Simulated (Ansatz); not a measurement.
Two isomers of C2H10BNSi: A = `CBNC[SiH3]`, B = `BN([SiH3])CC`.

Gas-phase electronic energies from Ansatz, PBE0-D4/def2-TZVP geometries. CBS: MP2 limit from def2 TZ/QZ plus the TZ coupled-cluster correction, frozen cores. DFT in def2-TZVPP. B3LYP here is the variant with VWN-RPA as its local correlation; programs differ in this. One conformer a species, not always the lowest.

(1) Which isomer does CCSD(T)/CBS put lower? Give the gap. (Best estimate.)

(2) Give E(B) − E(A) in kJ/mol with HF/def2-TZVPP, ωB97M-V, B3LYP-D4, B3LYP, PBE0-D4, PBE-D4, MP2/def2-TZVPP. (Best estimate.)

Largest T1 diagnostic: 0.012.

Results:

(1) Ansatz gave: B, by 15.3 kJ/mol.

(2) The calculation gave: HF/def2-TZVPP -19.9, ωB97M-V -10.3, B3LYP-D4 -10.6, B3LYP -4.1, PBE0-D4 -3.8, PBE-D4 0.4, MP2/def2-TZVPP -19.4. None reverses the order clearly.

The D4 term adds −6.6 kJ/mol with B3LYP and −3.5 kJ/mol with PBE0; it sums over pairs of atoms, weighted by their polarisabilities, and B3LYP, whose exchange is more repulsive, gets the larger term. From PBE to PBE0 (25 % exact exchange), in def2-TZVPP and without D4, E(B) − E(A) moves by −4.8 kJ/mol.
